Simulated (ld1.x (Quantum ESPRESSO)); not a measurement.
What the settings do to the RRKJ potential of tellurium (Te)

Base potential:

```
Element                 : tellurium (Te)
Generator               : ld1.x (Quantum ESPRESSO) 7.5
Type                    : norm-conserving RRKJ (Kleinman–Bylander form)
Functional              : PW91
Relativity              : fully relativistic
Frozen core             : [Kr]
Valence charge          : 16
Reference configuration : 4d10 5s2 5p4
Partial waves           : 5s (bound): rc 1.55 bohr; 5p (bound): rc 1.80 bohr; 4d (bound): rc 1.40 bohr
Local potential         : all-electron potential smoothed inside 1.50 bohr (lloc = -1)
Core correction         : a·sin(br)/r model core inside 1.00 bohr
```

Open shells are filled in proportion to 2j + 1 (rel_dist='average').

All-electron outer shells of the reference configuration (PW91, scalar-relativistic, ld1.x):

| shell | level (eV) | outermost node (bohr) | outermost maximum (bohr) |
| --- | --- | --- | --- |
| 4s | -164.41 | 0.38 | 0.70 |
| 4p | -114.44 | 0.38 | 0.74 |
| 4d | -41.69 | 0.36 | 0.81 |
| 5s | -15.18 | 0.91 | 1.80 |
| 5p | -6.00 | 1.00 | 2.17 |

Cutoffs, loose and tight: the cutoffs (Ry, on a coarse ladder) from which the occupation-weighted sum of valence levels, in a spherical-Bessel basis at the reference potential, stays within 10 and 1 mRy of its value at 400 Ry. They do not see the model core or the augmentation charge, which bear on the density cutoff. Test errors are all-electron minus pseudo excitation energies from the reference, over the configurations 4d10 5s2 5p3; 4d10 5s2 5p2; 4d10 5s2 5p1; 4d10 5s2 5p3.5; 4d10 5s1 5p5; 4d10 5s1 5p4; 4d10 5s0 5p6. A dash means not determined; rows that change the core or the reference have their own tests.

A true bound ghost makes a file unfit for plane-wave use even where its test errors are small: the radial tests pick states by their node count and pass the ghost by.

```tsv
change	outcome	cutoff, loose	cutoff, tight	bound ghosts	largest test error (meV)
base	generated	90 Ry	110 Ry	s	+79
core correction none	generated	90 Ry	110 Ry	s	+87
core correction a·sin(br)/r model core inside 0.56 bohr	generated	90 Ry	110 Ry	s	+78
core correction a·sin(br)/r model core inside 0.78 bohr	generated	90 Ry	110 Ry	s	+79
core correction a·sin(br)/r model core inside 0.94 bohr	generated	90 Ry	110 Ry	s	+79
core correction a·sin(br)/r model core inside 1.14 bohr	generated	90 Ry	110 Ry	s	+79
core correction a·sin(br)/r model core inside 1.34 bohr	generated	90 Ry	110 Ry	s	+79
core correction a·sin(br)/r model core inside 1.44 bohr	generated	90 Ry	110 Ry	s	+80
core correction a·sin(br)/r model core inside 1.62 bohr	generated	90 Ry	110 Ry	s	+81
```
